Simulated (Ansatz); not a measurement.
Geometry optimisation, RKS PBE/def2-SVP (Ansatz).

Input:

```yaml
crystal:
  periodic: [false, false, false]
  atoms:
    - { symbol: "N", position_ang: [-0.4228, 0.5307, -0.6734] }
    - { symbol: C, position_ang: [0.3044, -0.1194, 0.0387] }
    - { symbol: Se, position_ang: [1.58, -1.1429, 1.0511] }
    - { symbol: H, position_ang: [-0.65512, -0.00645, 0.54333] }
basis:
  gaussian: { orbitals: def2-SVP }
hamiltonian:
  xc: pbe
relax:
  f_tol: 0.02
  max_steps: 50
```

Command:

```bash
$ ansatz run input.yaml --threads 1 --pin off --max-ram 2048MiB --backend cpu --events-out ev --progress --plain --runs-dir out
```

Q: Where does it end, and by what steps?

A: The forces met the threshold. After 10 steps the energy has fallen by 2.658 eV; H4 moved furthest, 0.95 Å. Parted: C2–H4 (1.09 → 2.06 Å). Joined: N1–H4 (1.35 → 1.02 Å).

| step | energy less start (eV) | largest force component (eV/Å) | accepted |
| --- | --- | --- | --- |
| 0 | 0.0000 | 6.654 | yes |
| 1 | -0.4481 | 3.503 | yes |
| 2 | -0.7152 | 1.889 | yes |
| 3 | -1.1714 | 3.368 | yes |
| 4 | -1.8155 | 3.962 | yes |
| 5 | -2.2420 | 2.086 | yes |
| 6 | -2.4957 | 0.770 | yes |
| 7 | -2.6518 | 0.220 | yes |
| 8 | -2.6564 | 0.294 | yes |
| 9 | -2.6577 | 0.068 | yes |
| 10 | -2.6578 | 0.019 | yes |

```xyz
4
Properties=species:S:1:pos:R:3
N -0.383 0.275 -0.208
C 0.552 -0.337 0.269
Se 1.968 -1.165 0.802
H -1.331 0.488 0.097
```

Whether the end is a true minimum wasn't checked by a vibrational analysis.

Time of the run: 26 s on 1 thread of Intel(R) Xeon(R) Processor @ 2.50GHz (Skylake/Cascade Lake), with other jobs on the host, peak memory 0.14 GiB.
